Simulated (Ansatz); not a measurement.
Cost and result for the atomization energy of CH₅ClOSi (`O[SiH2]CCl`) (9 atoms, 8 bonds).

```xyz
9

O     0.603   -1.744   -0.138
Si   -0.176   -0.534    0.652
C     0.115    1.108   -0.219
Cl   -0.420    0.921   -1.920
H     0.414   -1.827   -1.076
H     0.400   -0.489    2.018
H    -1.645   -0.752    0.710
H     1.168    1.390   -0.242
H    -0.459    1.927    0.216
```

Total charge 0; spin multiplicity 1. All single points use the PBE0-D4/def2-TZVP geometry. It is one conformer, not always the lowest. Program: Ansatz. All runs use 2 threads of an Arm Neoverse V1 on a shared host. Times are those of one run each, without the atoms' runs, and a repeat can differ threefold. Electronic energies, without spin–orbit coupling; frozen cores. CCSD(T)/CBS adds CCSD(T) − MP2 in def2-TZVPP to the MP2 limit, and its time is that of the two runs behind it. T1 = 0.010.

CCSD(T)/CBS is a level of theory with its own doubt, some kJ/mol a heavy atom from the limit and from the frozen cores, so smaller differences don't rank the functionals.

```json
{"level": "revPBE-D4/def2-TZVPP", "functions": "216", "wall time": "2.8 s", "atomization (kJ/mol)": "3066.0", "difference from CCSD(T)/CBS": "-55.3", "per bond": "-6.9"}
{"level": "CCSD(T)/def2-SVP", "functions": "89", "wall time": "3.4 s", "atomization (kJ/mol)": "2887.4", "difference from CCSD(T)/CBS": "-233.9", "per bond": "-29.2"}
{"level": "PBE-D4/def2-TZVPP (with forces)", "functions": "216", "wall time": "3.4 s", "atomization (kJ/mol)": "3136.8", "difference from CCSD(T)/CBS": "15.5", "per bond": "1.9"}
{"level": "CAM-B3LYP-D4/def2-TZVPP", "functions": "216", "wall time": "4.4 s", "atomization (kJ/mol)": "3112.5", "difference from CCSD(T)/CBS": "-8.8", "per bond": "-1.1"}
{"level": "r2SCAN-D4/def2-TZVPP (with forces)", "functions": "216", "wall time": "7 s", "atomization (kJ/mol)": "3113.0", "difference from CCSD(T)/CBS": "-8.3", "per bond": "-1.0"}
{"level": "B2PLYP/def2-TZVPP", "functions": "216", "wall time": "7 s", "atomization (kJ/mol)": "3068.1", "difference from CCSD(T)/CBS": "-53.2", "per bond": "-6.6"}
{"level": "PBE-QIDH/def2-TZVPP", "functions": "216", "wall time": "7 s", "atomization (kJ/mol)": "3081.4", "difference from CCSD(T)/CBS": "-39.9", "per bond": "-5.0"}
{"level": "ωB97X-V/def2-TZVPP", "functions": "216", "wall time": "10 s", "atomization (kJ/mol)": "3120.6", "difference from CCSD(T)/CBS": "-0.7", "per bond": "-0.1"}
{"level": "B97M-V/def2-TZVPP", "functions": "216", "wall time": "13 s", "atomization (kJ/mol)": "3113.9", "difference from CCSD(T)/CBS": "-7.4", "per bond": "-0.9"}
{"level": "ωB97M-V/def2-TZVPP (with forces)", "functions": "216", "wall time": "15 s", "atomization (kJ/mol)": "3121.6", "difference from CCSD(T)/CBS": "0.3", "per bond": "0.0"}
{"level": "MP2/def2-QZVPP", "functions": "404", "wall time": "24 s", "atomization (kJ/mol)": "3133.6", "difference from CCSD(T)/CBS": "12.3", "per bond": "1.5"}
{"level": "CCSD(T)/def2-TZVPP", "functions": "216", "wall time": "100 s", "atomization (kJ/mol)": "3031.4", "difference from CCSD(T)/CBS": "-89.9", "per bond": "-11.2"}
{"level": "CCSD(T)/CBS(def2)", "functions": "–", "wall time": "2.1 min", "atomization (kJ/mol)": "3121.3", "difference from CCSD(T)/CBS": "0.0", "per bond": "0.0"}
```

In def2-TZVPP, CCSD(T) changes the Hartree–Fock value by +757.6 kJ/mol (the triples alone add +42.9 kJ/mol) and MP2 by +806.2 kJ/mol; breaking electron pairs costs correlation energy, which Hartree–Fock lacks. The D4 term adds +29.5 kJ/mol with B3LYP and +15.3 kJ/mol with PBE0; it sums over pairs of atoms, weighted by their polarisabilities, and B3LYP, whose exchange is more repulsive, gets the larger term. At CCSD(T), def2-SVP lies −233.8 kJ/mol from the extrapolated value and def2-TZVPP −89.9 kJ/mol: correlation converges slowly with the basis, and small sets miss more of it in the bonded molecule than in its fragments.

B3LYP here is the variant with VWN-RPA as its local correlation; programs differ in this.
